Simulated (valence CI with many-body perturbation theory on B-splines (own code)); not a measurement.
# Sc7+: calculation against measured levels

Level of theory: configuration interaction combined with many-body perturbation theory (CI+MBPT): four valence electrons over a frozen Dirac-Fock core [Ne], radial functions for each j: 11 s, 11 p, 10 d, 8 f, 5 g, 2 h, with the one-electron correlation potential Σ1, the two-electron term Σ2, the three-electron term Σ3, Breit, model QED; selected CI, second order for the rest, scaled by the run's own slope (own B-spline code, finite nucleus).

Set against measurement, 25 paired levels are off by 139 cm⁻¹ on average, the worst by 511. These come from a selection out of Sugar and Corliss, J. Phys. Chem. Ref. Data 9, 473 (1980). Levels without a partner in it may be off by more. Among the levels kept, up to 620 cm⁻¹ of a level comes from second order outside the variational space, and about a tenth of that is noise between levels of different J, which matters for small intervals.

Measured levels: Sugar and Corliss, J. Phys. Chem. Ref. Data 9, 473 (1980). Pairs share parity and J, and are chosen by configuration, term and nearness in energy; levels without a clear partner are left out. Energies in cm⁻¹ above the measured ground level.

Names give the largest LS component (configuration and term), which can be under half, so a name can repeat, a term be missing and a line seem to break the LS rules; names also repeat where a configuration has a term twice.

| Computed label | Label in the source | Measured | Computed | Difference |
| --- | --- | --- | --- | --- |
| 3s²3p² ³P_0 | 3s2 3p2 3P | 0 | 0.0 | 0 |
| 3s²3p² ³P_1 | 3s2 3p2 3P | 2271.9 | 2275.0 | +3 |
| 3s²3p² ³P_2 | 3s2 3p2 3P | 5507.7 | 5517.9 | +10 |
| 3s²3p² ¹D_2 | 3s2 3p2 1D | 25026.9 | 25170.3 | +143 |
| 3s²3p² ¹S_0 | 3s2 3p2 1S | 54864.4 | 55126.1 | +262 |
| 3s3p³ ³D°_1 | 3s 3p3 3D° | 179962.3 | 179917.5 | -45 |
| 3s3p³ ³D°_2 | 3s 3p3 3D° | 180032.7 | 179994.2 | -38 |
| 3s3p³ ³D°_3 | 3s 3p3 3D° | 180503.6 | 180467.1 | -36 |
| 3s3p³ ³P°_0 | 3s 3p3 3P° | 207690.9 | 207781.5 | +91 |
| 3s3p³ ³P°_1 | 3s 3p3 3P° | 207761 | 207855.0 | +94 |
| 3s3p³ ³P°_2 | 3s 3p3 3P° | 207814.4 | 207907.5 | +93 |
| 3s3p³ ¹D°_2 | 3s 3p3 1D° | 228618.3 | 228604.6 | -14 |
| 3s3p³ ³S°_1 | 3s 3p3 3S° | 272417.4 | 272813.2 | +396 |
| 3s3p³ ¹P°_1 | 3s 3p3 1P° | 281522.1 | 281944.8 | +423 |
| 3s²3p3d ³P°_2 | 3s2 3p 3d 3P° | 319569 | 319732.2 | +163 |
| 3s²3p3d ³P°_1 | 3s2 3p 3d 3P° | 322541 | 322609.0 | +68 |
| 3s²3p3d ³P°_0 | 3s2 3p 3d 3P° | 323673 | 323742.2 | +69 |
| 3s²3p3d ³D°_1 | 3s2 3p 3d 3D° | 329862 | 329956.3 | +94 |
| 3s²3p3d ³D°_2 | 3s2 3p 3d 3D° | 330716 | 330843.2 | +127 |
| 3s²3p3d ³D°_3 | 3s2 3p 3d 3D° | 331153 | 331269.9 | +117 |
| 3s²3p3d ¹F°_3 | 3s2 3p 3d 1F° | 363462 | 363859.3 | +397 |
| 3s²3p3d ¹P°_1 | 3s2 3p 3d 1P° | 372790 | 373301.3 | +511 |
| 3s²3p4s ³P°_0 | 3s2 3p 4s 3P° | 603533 | 603447.4 | -86 |
| 3s²3p4s ³P°_1 | 3s2 3p 4s 3P° | 604609 | 604528.6 | -80 |
| 3s²3p4s ³P°_2 | 3s2 3p 4s 3P° | 609174 | 609103.5 | -70 |
| 3s²3p4s ¹P°_1 | 3s2 3p 4s 1P° | 614090 | 614044.2 | -46 |

Over 25 excited levels the mean absolute difference is 139 cm⁻¹, the median 91 and the largest 511. The comparison draws on a selection of the measured levels: 26 of the 177 computed ones have a partner in it, and others may be off by more.
